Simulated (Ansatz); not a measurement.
Molecule: C5H10N (charge 0, doublet). It need not be the lowest isomer of its formula. 
Structure (B3LYP-D3(BJ)/def2-TZVP (Ansatz, a quantum-chemistry and plane-wave program) minimum search):
SMILES: NC1C[CH]CC1
```xyz
16

C     -1.6428     0.2783     0.0219
C     -1.2580    -1.1480    -0.2067
C      0.2650    -1.0783    -0.4209
C      0.7066     0.1405     0.3981
C     -0.4413     1.1448     0.1908
N      1.9945     0.6688    -0.0448
H     -2.6621     0.6359     0.0516
H     -1.5007    -1.7723     0.6664
H     -1.7811    -1.6064    -1.0521
H      0.4914    -0.8813    -1.4718
H      0.7836    -1.9937    -0.1304
H      0.7110    -0.1482     1.4610
H     -0.5317     1.8631     1.0126
H     -0.2285     1.7341    -0.7148
H      2.2534     1.4828     0.5017
H      2.7273    -0.0190     0.0903
```
Charge 0, spin multiplicity 2.

Quantity: atomisation energy (electronic, to ground-state atoms), in kcal/mol. Correlated levels leave the core frozen unless marked. UHF or UKS for open shells. No spin-orbit coupling. No relativistic terms. The coupled-cluster limit lacks core correlation, which all-electron functionals hold. CBS(X,Y): correlation extrapolated as X^-3; Hartree-Fock from the larger set. The bracket is a focal-point correction in the basis named.

```tsv
level	program	atomisation energy (kcal/mol)
HF/STO-3G	Ansatz	1373.8
B3LYP-D4/def2-TZVPD	Ansatz + dftd4	1530.5
PBE0-D3(BJ)/def2-TZVP	Ansatz + dftd3	1546.1
BHLYP-D4/def2-TZVPD	Ansatz + dftd4	1491.2
r2SCANh/def2-TZVPD	Ansatz	1524.8
CAM-B3LYP-D3(BJ)/def2-TZVPD	Ansatz + dftd3	1537.1
LC-wPBE/def2-TZVPD	Ansatz	1534.9
wB97M-V/def2-TZVPD	Ansatz	1532.2
B2PLYP-D3(BJ)/def2-TZVPD	Ansatz + dftd3	1514.9
B2PLYP-D4/def2-TZVPD	Ansatz + dftd4	1514.2
PBE-QIDH/def2-TZVPD	Ansatz	1524.3
MP2/cc-pVTZ	Ansatz	1507.7
SCS-MP2/STO-3G	Ansatz	1528.1
SCS-MP2/cc-pVDZ	Ansatz	1422.4
RI-MP2/CBS(cc-pVTZ,cc-pVQZ)+[CCSD(T)-MP2]/cc-pVTZ	Ansatz	1526.8
```
